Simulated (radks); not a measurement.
The numbers below are computed, except where a source is named.
Valence configurations of Ce2+ (all share [Xe]). Code: a radial shooting solver on a logarithmic mesh with Libxc functionals. Model: non-relativistic Kohn-Sham, r2SCAN, spin-polarised, spherical densities, point nucleus; open shells are filled with parallel spins first (spin-orbit coupling, left out, can overturn this in heavy ions); meta-GGA in the generalised Kohn-Sham scheme; relativity is left out, which matters for an element this heavy. Energies are relative to 4f2; eigenvalues in eV for spin up.

valence      E (eV)  moment (Bohr magnetons)    e(4f)    e(5d)    e(6p)    e(6s)
4f2           0.000                        2  -15.566        -        -        -
6p2          27.507                        2        -        -  -13.772        -
4f1 5d1       3.922                        2  -21.336  -15.456        -        -
5d2          12.027                        2        -  -17.304        -        -
4f1 6p1       9.900                        2  -25.191        -  -11.744        -
4f1.5 6s0.5   2.584                        2  -19.826        -        -  -13.428
4f1 6s1       6.545                        2  -24.338        -        -  -14.792
6s2          21.139                        0        -        -        -  -16.167
5d1 6s1      15.862                        2        -  -19.291        -  -15.494

NIST lists [Xe] 4f2 as the ground configuration; this level of theory agrees among the configurations tried. The energies are those of spherical high-spin densities, not of single terms. Relativity is left out, which favours d and f over s occupation in heavy atoms.
